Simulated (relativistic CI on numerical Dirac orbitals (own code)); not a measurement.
# Calculated levels, Pb34+

These numbers are calculated, not measured: Dirac-Coulomb-Breit CI, KLI orbitals optimised for each configuration, model QED, unscaled Slater integrals (own radial code, finite nucleus).

CI space (outside the closed core [Ar] 3d10): 4s2.4p6.4d10.4f2, 4s2.4p6.4d9.4f3, 4s2.4p6.4d10.4f.5s, 4s2.4p5.4d10.4f3, 4s2.4p6.4d10.4f.5p, 4s2.4p6.4d10.5s2, 4s2.4p6.4d10.5s.5p, 4s2.4p6.4d10.4f.5d, 4s.4p6.4d10.4f3, 4s2.4p6.4d10.5p2, 4s2.4p6.4d9.4f2.5s, 4s2.4p6.4d10.5s.5d, 4s2.4p6.4d9.4f.5s2, 4s2.4p6.4d10.4f.5f, 4s2.4p6.4d10.5p.5d, 4s2.4p6.4d9.4f2.5p. Levels of other configurations are missing.

The lowest level is 4s2.4p6.4d10.4f2 3H_4, with 84 % of that term; Hund's rules for 4s2.4p6.4d10.4f2 give 3H with J = 4, in agreement.

| No. | Configuration | Term | J | E (cm⁻¹) | % | Lifetime (s) | jj configuration (%) |
| --- | --- | --- | --- | --- | --- | --- | --- |
| 1 | 4s2.4p6.4d10.4f2 | 3H | 4 | 0 | 84 |  | 4f5/2^2 (99) |
| 2 | 4s2.4p6.4d10.4f2 | 3F | 2 | 26790 | 80 | 1.45e+02 | 4f5/2^2 (92) |
| 3 | 4s2.4p6.4d10.4f2 | 3H | 5 | 53910 | 100 | 2.87e-04 | 4f5/2 4f7/2 (100) |
| 4 | 4s2.4p6.4d10.4f2 | 1G | 4 | 69786 | 46 | 7.50e-04 | 4f5/2 4f7/2 (99) |
| 5 | 4s2.4p6.4d10.4f2 | 3F | 3 | 70990 | 100 | 5.28e-04 | 4f5/2 4f7/2 (100) |
| 6 | 4s2.4p6.4d10.4f2 | 3H | 6 | 93101 | 80 | 9.26e-04 | 4f5/2 4f7/2 (56) |
| 7 | 4s2.4p6.4d10.4f2 | 3P | 0 | 102007 | 86 | 2.51e-01 | 4f5/2^2 (89) |
| 8 | 4s2.4p6.4d10.4f2 | 1D | 2 | 112431 | 42 | 3.33e-04 | 4f5/2 4f7/2 (87) |
| 9 | 4s2.4p6.4d10.4f2 | 3F | 4 | 130219 | 58 | 2.01e-04 | 4f7/2^2 (100) |
| 10 | 4s2.4p6.4d10.4f2 | 3P | 1 | 132924 | 100 | 1.05e-03 | 4f5/2 4f7/2 (100) |
| 11 | 4s2.4p6.4d10.4f2 | 1I | 6 | 144510 | 80 | 2.50e-04 | 4f7/2^2 (56) |
| 12 | 4s2.4p6.4d10.4f2 | 3P | 2 | 177472 | 57 | 1.79e-04 | 4f7/2^2 (95) |
| 13 | 4s2.4p6.4d10.4f2 | 1S | 0 | 270400 | 86 | 5.29e-05 | 4f7/2^2 (89) |
| 14 | 4s2.4p6.4d9.4f3 | 5H° | 3 | 1901022 | 46 | 3.13e-09 | 4d5/2^5 4f5/2^3 (78) |
| 15 | 4s2.4p6.4d9.4f3 | 5H° | 4 | 1902084 | 39 | 3.20e-09 | 4d5/2^5 4f5/2^3 (84) |
| 16 | 4s2.4p6.4d9.4f3 | 5G° | 2 | 1907915 | 86 | 8.17e-09 | 4d5/2^5 4f5/2^3 (76) |
| 17 | 4s2.4p6.4d9.4f3 | 5I° | 5 | 1920678 | 28 | 3.14e-09 | 4d5/2^5 4f5/2^3 (74) |
| 18 | 4s2.4p6.4d9.4f3 | 5F° | 2 | 1934870 | 25 | 2.04e-09 | 4d5/2^5 4f5/2^3 (81) |
| 19 | 4s2.4p6.4d9.4f3 | 5K° | 6 | 1940180 | 29 | 1.56e-08 | 4d5/2^5 4f5/2^3 (78) |
| 20 | 4s2.4p6.4d9.4f3 | 3L° | 7 | 1941555 | 35 | 2.65e-08 | 4d5/2^5 4f5/2^3 (86) |
| 21 | 4s2.4p6.4d9.4f3 | 5D° | 1 | 1942545 | 41 | 8.08e-10 | 4d5/2^5 4f5/2^3 (78) |
| 22 | 4s2.4p6.4d9.4f3 | 5H° | 5 | 1950085 | 30 | 1.86e-09 | 4d5/2^5 4f5/2^2 4f7/2 (72) |
| 23 | 4s2.4p6.4d9.4f3 | 3F° | 4 | 1955148 | 25 | 4.66e-09 | 4d5/2^5 4f5/2^2 4f7/2 (60) |
| 24 | 4s2.4p6.4d9.4f3 | 5F° | 3 | 1958647 | 35 | 1.94e-09 | 4d5/2^5 4f5/2^2 4f7/2 (79) |
| 25 | 4s2.4p6.4d9.4f3 | 5G° | 4 | 1962574 | 42 | 5.01e-10 | 4d5/2^5 4f5/2^2 4f7/2 (64) |
| 26 | 4s2.4p6.4d9.4f3 | 5H° | 6 | 1962690 | 47 | 7.42e-09 | 4d5/2^5 4f5/2^2 4f7/2 (61) |
| 27 | 4s2.4p6.4d9.4f3 | 5D° | 0 | 1962968 | 81 | 2.92e-09 | 4d5/2^5 4f5/2^3 (47) |
| 28 | 4s2.4p6.4d9.4f3 | 5G° | 3 | 1963704 | 47 | 2.92e-10 | 4d5/2^5 4f5/2^2 4f7/2 (84) |
| 29 | 4s2.4p6.4d9.4f3 | 3G° | 4 | 1969987 | 23 | 8.80e-10 | 4d5/2^5 4f5/2^2 4f7/2 (59) |
| 30 | 4s2.4p6.4d9.4f3 | 5L° | 8 | 1972460 | 55 |  | 4d5/2^5 4f5/2^2 4f7/2 (93) |

Energies count from the lowest computed level; ° marks odd parity; lifetimes are radiative, by E1, M1, E2, M2 decay to levels of this space only; some are left blank where a channel outside the calculation adds to the decay or the decay crosses a small, uncertain gap. Filled j subshells are mostly left out of the jj labels.

The mean weight of the leading LS term, summed over parents, in these 30 levels is 57 %, and that of the leading jj configuration (from the same eigenvectors) 81 %, so jj coupling describes them better and the LS labels are nominal.

At this charge energies of transitions that change n are usually good to better than 1 %, and those within a shell (Δn = 0) to a few per cent. Terms inside the open d or f shell come out 10 to 20 % too wide with unscaled integrals.

Landé's interval rule says that E(J) − E(J−1) = AJ with one A. For the ground term the intervals give A = 10782.0, 6531.8 cm⁻¹ for J = 5, 6; the multiplet is regular.

LS names give the leading component of a level, which can be under half, so a name can repeat, a term be missing and a line seem to break the LS rules.
